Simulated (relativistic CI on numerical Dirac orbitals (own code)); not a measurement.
Computed by Dirac-Coulomb-Breit CI, separate exchange-only KLI orbitals for each configuration, QED by a radiative potential, unscaled Slater integrals (own radial code, finite nucleus).

The strongest absorption lines from the ground level of an ion, among the configurations computed and to levels below about 691 eV (vacuum wavelength in nm, gf): 4.0603 (0.43), 4.0636 (1.2), 4.0945 (0.29), 4.1519 (0.83), 5.0698 (0.26), 5.0821 (0.086), 5.5259 (0.26), 6.2607 (0.11).

(1) Which ion is it?
A. Ce XLIV
B. Ce XLII
C. Xe XL
D. Dy LII

Answers

(1) A. Ce XLIV has 15 electrons and the ground level 3s2.3p3 2P°_3/2; the strongest line goes to 3s2.3p2.3d 2D_3/2. The pattern of lines fixes the number of electrons, and along that sequence the line energies rise steadily with the charge (about as its square where n changes within one kind of shell, about linearly where n is kept but much faster in heavy ions where fine structure, which grows about as Z⁴, sets the gap, and irregularly where shells cross), which fixes Z. Configurations outside the model, such as inner-shell arrays, can give stronger lines. At this charge energies of transitions that change n are usually good to better than 1 %, and those within a shell (Δn = 0) to a few per cent.

LS names give the leading component of a level, which can be under half, so a name can repeat, a term be missing and a line seem to break the LS rules.
